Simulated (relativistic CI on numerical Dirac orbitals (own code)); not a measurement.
Hyperfine structure of Sb¹⁶⁺, mass number 121

Computed by Dirac-Coulomb-Breit CI, separate exchange-only KLI orbitals for each configuration, model QED, unscaled Slater integrals (own radial code, finite nucleus).

CI space (outside the closed core [Ar] 3d10): 4s²4p⁵, 4s4p⁶, 4s²4p⁴4d, 4s4p⁵4d, 4s²4p⁴4f, 4s4p⁵4f, 4p⁶4d, 4s4p⁴4d², 4s²4p³4d4f, 4s²4p⁴5s, 4p⁶4f, 4p⁵4d², 4p⁴4d³, 4p⁴4d²4f, 4p⁴4d²5s. Double excitations out of closed p, d and f shells are left out; levels of such configurations are missing from the list, as are those of other unlisted configurations, and high levels can miss mixing partners.

Nuclear spin I = 5/2, μ = 3.358 μN, Q = -0.543 b (tables of Stone and Pyykkö). The electronic factors are computed for point nuclear moments, without core polarisation or the Bohr-Weisskopf and QED corrections.

| Level | E (eV) | A (GHz) | B (GHz) |
| --- | --- | --- | --- |
| 4s²4p⁵ ²P°3/2 | 0.0000 | 14.25 | 10.8 |
| 4s²4p⁵ ²P°1/2 | 10.9705 | 88.18 |  |
| 4s4p⁶ ²S1/2 | 53.4998 | 247.4 |  |
| 4s²4p⁴4d ⁴D3/2 | 68.1801 | 12.31 | 3.14 |
| 4s²4p⁴4d ⁴D5/2 | 68.2830 | 9.476 | 1.33 |
| 4s²4p⁴4d ⁴D7/2 | 69.3673 | 7.375 | -0.218 |
| 4s²4p⁴4d ⁴F9/2 | 72.0413 | 7.607 | -6.35 |
| 4s²4p⁴4d ⁴P1/2 | 75.1517 | 18.51 |  |

Levels with J = 0, under 50 % of one LS term, or S terms without an open s electron are left out. Small factors come from cancelling terms and can be off by tens of per cent or more.

At this charge energies of transitions that change n are usually good to better than 1 %, and those within a shell (Δn = 0) to a few per cent.

Q: Give the hyperfine levels of 4s²4p⁵ ²P°1/2 relative to its centre of gravity.

A: With K = F(F + 1) − I(I + 1) − J(J + 1), E = AK/2: F = 2: -154.3, F = 3: 110.2 GHz.

LS names give the leading component of a level, which can be under half, so a name can repeat, a term be missing and a line seem to break the LS rules.
